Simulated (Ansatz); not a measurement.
`[Br][SnH3]` + `C[SeH]` → `C[Se][SnH3]` + HBr  (ligand exchange at the Sn–Br bond)

Calculated with Ansatz (gas phase, PBE0-D4/def2-TZVP geometries, no zero-point term in ΔE). CCSD(T)/CBS is the MP2 limit (def2-TZVPP, def2-QZVPP) plus CCSD(T) − MP2 in def2-TZVPP, frozen cores. DFT in def2-TZVPP. B3LYP here is the variant with VWN-RPA as its local correlation; programs differ in this. HSE06 is defined as in plane-wave codes. Elements past krypton have def2 core potentials. For Br, Se, Sn outer-core shells are correlated without core-valence functions, which leaves a few kJ/mol of doubt a bond. Scalar relativity is left out up to krypton.

`[Br][SnH3]`:

```xyz
5

Br   -0.369    2.244   -0.028
Sn    0.034   -0.206    0.003
H    -1.474   -0.944   -0.269
H     0.664   -0.570    1.539
H     1.145   -0.525   -1.244
```

`C[SeH]`:

Z-matrix (Å, degrees):
```
C
Se 1 1.949
H 1 1.088 2 110.6
H 1 1.087 2 110.6 3 -123.3
H 1 1.089 2 106.0 3 118.4
H 2 1.468 1 95.4 3 61.7
```

`C[Se][SnH3]`:

Cartesian coordinates in Å:
```
C 0.629 -1.273 0.950
Se 0.469 -1.067 -0.993
Sn -0.602 1.216 -0.969
H 1.272 -0.501 1.367
H -0.353 -1.249 1.420
H 1.083 -2.248 1.113
H -2.055 1.144 -0.072
H -0.901 1.643 -2.590
H 0.456 2.333 -0.226
```

HBr:

```xyz
2

Br    0.366   -0.242    0.558
H    -0.366    0.242   -0.558
```

| level | ΔE (kJ/mol) | difference from CCSD(T)/CBS |
| --- | --- | --- |
| LDA (SPW92) | 25.2 | -3.6 |
| PBE-D4 | 26.8 | -2.0 |
| revPBE-D4 | 25.7 | -3.1 |
| BLYP-D4 | 27.9 | -0.9 |
| r2SCAN-D4 | 32.1 | 3.3 |
| PBE0-D4 | 29.9 | 1.1 |
| B3LYP-D4 | 30.8 | 2.0 |
| r2SCANh-D4 | 32.6 | 3.8 |
| r2SCAN0-D4 | 33.2 | 4.4 |
| HSE06-D4 | 29.9 | 1.1 |
| BHLYP-D4 | 34.7 | 5.9 |
| CAM-B3LYP-D4 | 34.0 | 5.2 |
| ωB97X-V | 35.1 | 6.3 |
| ωB97M-V | 33.4 | 4.6 |
| B2PLYP | 33.8 | 5.0 |
| PBE-QIDH | 32.1 | 3.3 |
| PBE | 30.4 | 1.6 |
| revPBE | 32.4 | 3.6 |
| BLYP | 34.9 | 6.1 |
| r2SCAN | 33.1 | 4.3 |
| B3LYP | 36.6 | 7.8 |
| r2SCANh | 33.7 | 4.9 |
| r2SCAN0 | 34.5 | 5.7 |
| HSE06 | 33.1 | 4.3 |
| BHLYP | 40.4 | 11.6 |
| CAM-B3LYP | 37.6 | 8.8 |
| HF/def2-SVP | 46.2 | 17.4 |
| MP2/def2-SVP | 31.1 | 2.3 |
| CCSD/def2-SVP | 33.1 | 4.3 |
| CCSD(T)/def2-SVP | 30.9 | 2.1 |
| HF/def2-TZVPP | 48.6 | 19.8 |
| MP2/def2-TZVPP | 26.9 | -1.9 |
| SCS-MP2/def2-TZVPP | 30.9 | 2.1 |
| CCSD/def2-TZVPP | 31.8 | 3.0 |
| HF/def2-QZVPP | 48.9 | 20.1 |
| MP2/def2-QZVPP | 26.9 | -1.9 |
| SCS-MP2/def2-QZVPP | 31.0 | 2.2 |
| HF/CBS(def2) | 48.9 | 20.1 |
| MP2/CBS(def2) | 26.7 | -2.1 |
| CCSD/CBS(def2) | 31.5 | 2.7 |
| CCSD(T)/CBS | 28.8 | 0 |

Largest T1 diagnostic among the species: 0.011.

In def2-TZVPP, CCSD(T) changes the Hartree–Fock value by −19.5 kJ/mol (the triples alone add −2.7 kJ/mol) and MP2 by −21.6 kJ/mol. Leaving LDA and LC-ωPBE aside and taking each functional with its dispersion term where it has one, the values, not all of them listed here, spread over 11.1 kJ/mol, from revPBE-D4 to B97M-V. LDA lies −5.2 kJ/mol from PBE without D4.
